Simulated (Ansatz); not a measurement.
Consider the formal exchange of groups at the Si–Si bond: `O[SiH](F)[SiH2][SiH3]` + `BC=C` → `C=CB[SiH2][SiH3]` + `O[SiH2]F`.

Computed with Ansatz on PBE0-D4/def2-TZVP structures; ΔE is electronic, products minus reactants. CCSD(T)/CBS adds triple-zeta CCSD(T) − MP2 to the extrapolated MP2 energy (def2 sets, frozen cores). Functionals use def2-TZVPP. Each species was taken in one conformer, which may not be the lowest.

```csv
level,ΔE (kcal/mol)
PBE,1.3
r2SCAN,0.8
PBE0,1.3
SCS-MP2/def2-TZVPP,-0.1
CCSD(T)/def2-TZVPP,0.1
HF/def2-QZVPP,1.1
MP2/def2-QZVPP,0.0
MP2/CBS(def2),0.2
```

(1) What does CCSD(T)/CBS give? (Best estimate.)

Largest T1 diagnostic among the species: 0.013.

## Answers

(1) Computed: +0.6 kcal/mol. The listed levels differ from it by 0.7, 0.2, 0.7, -0.7, -0.5, 0.5, -0.6, -0.4 kcal/mol.

In def2-TZVPP, CCSD(T) changes the Hartree–Fock value by −0.9 kcal/mol (the triples alone add −0.1 kcal/mol) and MP2 by −1.4 kcal/mol.
